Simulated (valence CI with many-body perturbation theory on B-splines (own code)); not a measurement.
Which ion has this spectrum?

A relativistic CI+MBPT calculation for an atom or ion with 33 electrons gives these levels (cm⁻¹):

```
  J  Parity      E     g
3/2     odd    0.0  2.00
3/2     odd  10617  0.82
5/2     odd  10948  1.20
1/2     odd  18247  0.67
3/2     odd  18684  1.32
1/2    even  50610  2.59
3/2    even  51513  1.72
5/2    even  52801  1.59
1/2    even  53038  0.75
3/2    even  54490  1.33
1/2     odd  59997  1.43
1/2     odd  60639  0.62
3/2     odd  60709  1.28
5/2    even  60739  1.21
```

The energies are calculated, with errors of about 73 cm⁻¹, more in some levels.

(1) Which is it?
A. Kr3+
B. As
C. Br2+
D. Se+

Answers

(1) B. As, ground level 4s2 4p3 4S°_3/2.
